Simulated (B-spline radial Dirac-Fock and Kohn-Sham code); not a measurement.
## K-line shifts caused by a second vacancy in Hf⁴⁷⁺

System: Hf⁴⁷⁺ in the configuration 1s2 2s2 2p6 3s2 3p6 3d7.

Input file task.json (cfg lists n, l and occupation; rrms is the nuclear radius in fm):

```json
{"items": [{
  "Z": 72,
  "q": 47,
  "cfg": [[1, 0, 2], [2, 0, 2], [2, 1, 6], [3, 0, 2], [3, 1, 6], [3, 2, 7]],
  "A": 180,
  "rrms": 5.347,
  "do": ["binding", "quiet", "double"]
}]}
```

Run with: `python xray_run.py task.json out`

Calculated with a radial atomic solver, using Dirac-Fock ΔSCF + Breit + QED. Each two-hole energy is an average over J within one jj subconfiguration, not an observable level; in light atoms, where LS coupling holds, the j-resolved values are not observed lines, and for a K spectator the Kα1 hypersatellite is nearly forbidden. No correlation.

Lines without a spectator: Kα2 (K-L2) 54658.0 eV, Kα1 (K-L3) 55846.8 eV, Kβ3 (K-M2) 63269.0 eV, Kβ1 (K-M3) 63549.3 eV. Shifts in eV with one spectator hole (a dash: not computed, or left out as unreliable):

| spectator hole | Kα2 | Kα1 | Kβ3 | Kβ1 |
| --- | --- | --- | --- | --- |
| K (1s) | +944.1 | +1011.8 | +1228.0 | +1245.0 |
| L2 (2p1/2) | +122.0 | +162.9 | – | +318.1 |
| L3 (2p3/2) | +95.3 | +103.8 | +245.4 | – |
| M2 (3p1/2) | – | +29.17 | +60.7 | +71.0 |
| M3 (3p3/2) | +17.22 | – | +54.0 | +55.1 |
